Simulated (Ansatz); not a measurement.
Ideal-gas functions of `[CH3][Ta]([F])(=[S])[Cl]` at 800 K and 1 bar, from an Ansatz frequency run at PBE0-D4/def2-TZVP.

Molar mass 282.5 g/mol, point group C1 (symmetry number 1), electronic degeneracy 1, moments of inertia 234.282, 323.326, 378.551 u Å². Harmonic wavenumbers (cm⁻¹, unscaled): 117, 130, 138, 158, 173, 185, 403, 542, 548, 551, 631, 692, 1200, 1402, 1408, 3021, 3112, 3127.

Use S(trans) = R[1.5 ln M + 2.5 ln T − 1.1517]; rotational temperatures θ = 24.2544 K / I; S(rot) = R[ln(√π/σ · √(T³/θAθBθC)) + 1.5]; for each mode x = 1.438777 ν̃/T, S = R[x/(eˣ − 1) − ln(1 − e⁻ˣ)] and H = RT x/(eˣ − 1); 1 cm⁻¹ = 0.0119627 kJ/mol; R = 8.31446 J/(mol·K).

Task: By hand: the entropy, in J/(mol·K).

Result: Translation 199.8. Rotation: θ = 0.1035, 0.075, 0.0641 K, giving 132.2. Vibration, mode by mode: 21.29, 20.42, 19.92, 18.80, 18.06, 17.50, 11.17, 8.85, 8.76, 8.72, 7.70, 7.01, 3.36, 2.53, 2.51, 0.23, 0.20, 0.20, in all 177.2. Electronic 0.0. Sum 509.2 J/(mol·K).

Task: By hand: H − E and G − E in kJ/mol, counted from the electronic energy.

Result: Zero-point energy ½ × 17538 × 0.0119627 = 104.9; thermal vibration 63.2; translation, rotation and pV give 4 RT = 26.6. H − E = 194.7 kJ/mol, and G − E = 194.7 − 800 × 509.2/1000 = -212.7 kJ/mol.

Vibration gives 35 % of the entropy, 61.6 J/(mol·K) of it from the modes under 150 cm⁻¹: soft modes count most, and the harmonic formula is weakest for them. The sum counts one conformer and one mirror image; others add a mixing term.
